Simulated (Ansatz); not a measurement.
Stepwise reaction of `[SiH3][O][Cd][O][SiH3]` with water, as a gas-phase model of exchange steps in deposition or etching. ΔE in kJ/mol.

Computed with Ansatz on PBE0-D4/def2-TZVP structures; ΔE is electronic, products minus reactants. CCSD(T)/CBS is the MP2 limit (def2-TZVPP, def2-QZVPP) plus CCSD(T) − MP2 in def2-TZVPP, frozen cores. This one scheme is used for every species. DFT in def2-TZVPP. B3LYP here is the variant with VWN-RPA as its local correlation; programs differ in this. Elements past krypton have def2 core potentials. For Cd outer-core shells are correlated without core-valence functions, which leaves a few kJ/mol of doubt a bond. One conformer a species, not always the lowest.

| step | reaction | PBE-D4 | B3LYP-D4 | ωB97M-V | CCSD(T)/CBS |
| --- | --- | --- | --- | --- | --- |
| 1 | `[SiH3][O][Cd][O][SiH3]` + H₂O → `[OH][Cd][O][SiH3]` + `O[SiH3]` | 14.2 | 19.5 | 20.2 | 22.9 |
| 2 | `[OH][Cd][O][SiH3]` + H₂O → `[OH][Cd][OH]` + `O[SiH3]` | 16.1 | 21.3 | 22.7 | 24.4 |

Task: By hand: ΔE of the 2 steps together at CCSD(T)/CBS.

Result: (22.9) + (24.4) = 47.3 kJ/mol, or 23.6 kJ/mol a step.

In ΔE the steps differ by no more than 1.5 kJ/mol. All are uphill at CCSD(T)/CBS. PBE-D4 differs from CCSD(T)/CBS by -8.7 to -8.3 kJ/mol a step. Isolated molecules leave out the surface, adducts and barriers. Largest T1 diagnostic: 0.017.
